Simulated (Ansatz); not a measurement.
```yaml
crystal:
  periodic: [false, false, false]
  atoms:
    - {symbol: C, position_ang: [-0.263318, 1.169925, -0.351343]}
    - {symbol: Ge, position_ang: [-0.259619, -0.643283, 0.326066]}
    - {symbol: O, position_ang: [1.304808, -1.090014, 1.022650]}
    - {symbol: Cl, position_ang: [-0.633262, -1.950248, -1.358598]}
    - {symbol: H, position_ang: [-1.240649, 1.408126, -0.772318]}
    - {symbol: H, position_ang: [-0.038949, 1.865444, 0.458774]}
    - {symbol: H, position_ang: [0.490637, 1.272086, -1.132522]}
    - {symbol: H, position_ang: [-1.284133, -0.966349, 1.415830]}
    - {symbol: H, position_ang: [2.012886, -1.112187, 0.374461]}
basis:
  gaussian: {orbitals: aug-cc-pVDZ}
magnetization: {spin_polarized: true, initial_magnetization: 0}
hamiltonian: {xc: {name: wB97}}
output: {forces: true}
```

```sh
$ ansatz run in.yaml --threads 4 --pin off --events-out ev --progress --plain --max-ram 10444MiB
```

Output, abridged:

```
Functional definition: wB97
1499 factors; their error is unknown
686 factors; integrals over basis functions are off by at most 2.5e-5 eV
mean field evaluation 1: about -72205.8883 eV, gradient 4.0e1 eV
mean field evaluation 2: about -72206.1210 eV, gradient 4.1e1 eV
mean field evaluation 4: about -72211.9961 eV, gradient 1.2e0 eV
mean field evaluation 8: about -72211.9628 eV, gradient 9.5e-2 eV
mean field -72211.96283471 eV, -2653.7406871490 hartree, gradient 8.1e-5 eV, S^2 0.000000; 0 other end points of the search recorded, 0 dependent functions left out
reference -72211.96281619 eV, -2653.7406864685 hartree; 34, 34 occupied and 120, 120 virtual orbitals, 1499 factors
Total energy: -72211.96281619 eV, -2653.7406864685 hartree
Atom 0 at    -0.263318     1.169925    -0.351343 Å, force    -0.000833    -0.412945     0.148402 eV/Å
Atom 1 at    -0.259619    -0.643283     0.326066 Å, force    -0.561187     0.366908    -0.029315 eV/Å
Atom 2 at     1.304808    -1.090014     1.022650 Å, force     0.376970    -0.138072     0.197902 eV/Å
Atom 3 at    -0.633262    -1.950248    -1.358598 Å, force    -0.012230    -0.068495    -0.085449 eV/Å
Atom 4 at    -1.240649     1.408126    -0.772318 Å, force    -0.239356     0.064078    -0.109986 eV/Å
Atom 5 at    -0.038949     1.865444     0.458774 Å, force     0.054958     0.174357     0.189569 eV/Å
Atom 6 at     0.490637     1.272086    -1.132522 Å, force     0.186842     0.035991    -0.201183 eV/Å
Atom 7 at    -1.284133    -0.966349     1.415830 Å, force     0.052954    -0.000916    -0.077665 eV/Å
Atom 8 at     2.012886    -1.112187     0.374461 Å, force     0.141881    -0.020905    -0.032276 eV/Å
Dipole moment:     0.031376     0.504417     0.001904 e Å
```

Run time 10 s (4 threads of an Arm Neoverse V2 on a shared host); peak host memory 0.61 GiB.
